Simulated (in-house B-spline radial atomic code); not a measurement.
Results of a calculation; reference values are marked as such.
**Two electrons in Ge: a parabolic dot with ħω = 46.2 meV in all three directions with an ionised donor at its centre**

For Ge the NSM archive of the Ioffe Institute lists m_l = 1.6 m0, m_t = 0.08 m0 and ε = 16.2; the model takes one isotropic valley with the conductivity mass 3/(1/m_l + 2/m_t) = 0.117 m0, and so misses anisotropy and the other valleys. All triplets below are those of one valley; with several valleys two electrons can form a triplet in the 1s orbital itself, at an energy set by the valley splitting. Real donors also feel a central-cell potential, which shifts the ground state.

Effective-mass model with parabolic bands, a uniform dielectric constant, no image charges, no central-cell or spin-orbit terms. Two-electron levels come from full CI in B-splines with partial waves to l = 5 (up to 0.001 effective hartree above the limit).

(1) What are the effective units, and what is the potential in them?

In these units the lowest s and p orbitals lie at 3.3392 and 8.0195, and their Coulomb and exchange integrals are J_ss = 1.7590, J_sp = 1.3825 and K_sp = 0.2565. Full CI gives 8.3570 for the ground singlet, 12.4655 for the sp triplet, 12.9250 for the sp singlet and 15.8579 for the lowest triplet of two s orbitals.

(2) What does it cost to add the second electron, to first order and exactly?

(3) How far above the singlet do the triplets lie?

Results:

(1) Ha* = 27211.386 meV × 0.117/16.2² = 12.13 meV and a* = 0.0529177 nm × 16.2/0.117 = 7.327 nm. The frequency is ω = 3.81 Ha*, with −1/r added.

(2) To first order E = 2ε_s + J_ss = 8.4375, so the charging energy E(2) − 2E(1) is J_ss = 21.34 meV. CI gives 8.3570 − 2 × (3.3392) = 1.6786, or 20.36 meV: relaxation and correlation lower it by 0.9762 meV, 4.6 % of J_ss. The s² configuration of one-electron orbitals holds 99.3 % of the state, and the mean radius is 3.93 nm.

(3) To first order the sp triplet lies at ε_s + ε_p + J_sp − K_sp = 12.4847, which is 49.1 meV above 2ε_s + J_ss. CI gives 12.4655 − (8.3570) = 4.1085, or 49.84 meV, 88 % of the orbital spacing of 56.78 meV. The ss triplet lies 91 meV up, so the lower of the two is the sp one, and its gap equals k_BT at 578 K. The sp singlet-triplet splitting is 5.575 meV, against 2K_sp = 6.223 meV.
